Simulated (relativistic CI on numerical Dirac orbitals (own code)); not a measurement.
Hg³⁺ (5d9) in a crystal field

Calculated by Dirac-Coulomb-Breit CI, KLI orbitals optimised for each configuration, QED by a radiative potential, valence Slater integrals scaled by 0.75, one configuration in a parametric crystal field (own radial code).

Field parameters in Wybourne normalisation: D3d B²₀ = −7Dσ, B⁴₀ = −14Dq − 21Dτ, B⁴₃ = −14√(10/7) Dq; D4h B²₀ = −7Ds, B⁴₀ = 21(Dq − Dt), B⁴₄ = 21√(5/14) Dq; Oh B⁴₀ = 21Dq, B⁴₄ = √(5/14) B⁴₀. The field is a parameter set, without covalency.

S is read from ⟨S²⟩ = S(S + 1).

Powder χT (cm³ K mol⁻¹) by Van Vleck's formula, with temperature-independent terms:

| Field | 2 K | 5 K | 10 K | 20 K | 50 K | 100 K | 200 K | 300 K |
| --- | --- | --- | --- | --- | --- | --- | --- | --- |
| D3d, 10Dq = 33550, Dσ = 670, Dτ = -300 cm⁻¹ | 0.277 | 0.28 | 0.284 | 0.292 | 0.316 | 0.356 | 0.434 | 0.501 |
| D3d, 10Dq = 34000, Dσ = -160, Dτ = -120 cm⁻¹ | 0.245 | 0.277 | 0.33 | 0.427 | 0.571 | 0.621 | 0.639 | 0.645 |
| D4h, 10Dq = 19150, Ds = -1290, Dt = -60 cm⁻¹ | 0.72 | 0.72 | 0.72 | 0.721 | 0.722 | 0.725 | 0.731 | 0.737 |
| D4h, 10Dq = 32300, Ds = -1250, Dt = 1010 cm⁻¹ | 0.697 | 0.697 | 0.699 | 0.701 | 0.708 | 0.717 | 0.723 | 0.724 |
| D4h, 10Dq = 35850, Ds = 1080, Dt = 1090 cm⁻¹ | 0.61 | 0.61 | 0.61 | 0.61 | 0.611 | 0.613 | 0.616 | 0.619 |
| D4h, 10Dq = 35850, Ds = 1800, Dt = 50 cm⁻¹ | 0.603 | 0.603 | 0.603 | 0.603 | 0.604 | 0.606 | 0.609 | 0.611 |
| Oh, 10Dq = 19650 cm⁻¹ | 0.771 | 0.771 | 0.771 | 0.772 | 0.773 | 0.776 | 0.781 | 0.786 |
| Oh, 10Dq = 23250 cm⁻¹ | 0.727 | 0.728 | 0.728 | 0.728 | 0.73 | 0.732 | 0.736 | 0.74 |

**Question.** For D3d, 10Dq = 34000, Dσ = -160, Dτ = -120 cm⁻¹: what effective moment follows at 300 K?

**Answer.** μ_eff = √(8χT) = 2.27 μB. The ground level has S = 0.50; the spin-only moment for S = 1/2 is 1.73 μB. The difference comes from the orbital moment, spin-orbit mixing of terms and temperature-independent paramagnetism, all larger in this ionic model than in covalent complexes.
